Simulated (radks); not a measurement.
Problem. The mean radii <r> (bohr) of the occupied orbitals of an atom or ion are listed with their occupations. Method: non-relativistic Kohn-Sham, BLYP, spin-polarised, spherical densities, point nucleus; computed with a radial shooting solver on a logarithmic mesh with Libxc functionals.

| orbital | occ. | <r> |
|---|---|---|
| 1s down | 1 | 0.07737 |
| 1s up | 1 | 0.07737 |
| 2s up | 1 | 0.3670 |
| 2s down | 1 | 0.3669 |
| 2p up | 3 | 0.3286 |
| 2p down | 3 | 0.3285 |
| 3s up | 1 | 1.173 |
| 3s down | 1 | 1.171 |
| 3p up | 3 | 1.293 |
| 3p down | 3 | 1.292 |
| 3d up | 1 | 2.346 |

Name the element and its charge. Open shells, if any, are filled with parallel spins first.

Solution. Z = 20, calcium, charge +1: Ca+ in [Ar] 3d1. The 1s radius gives Z: for a bare nucleus <r> = 1.5/Z, 0.075 bohr for Z = 20, and screening makes it slightly larger (0.07737 here). The occupations add up to 19, and the charge is Z minus that.
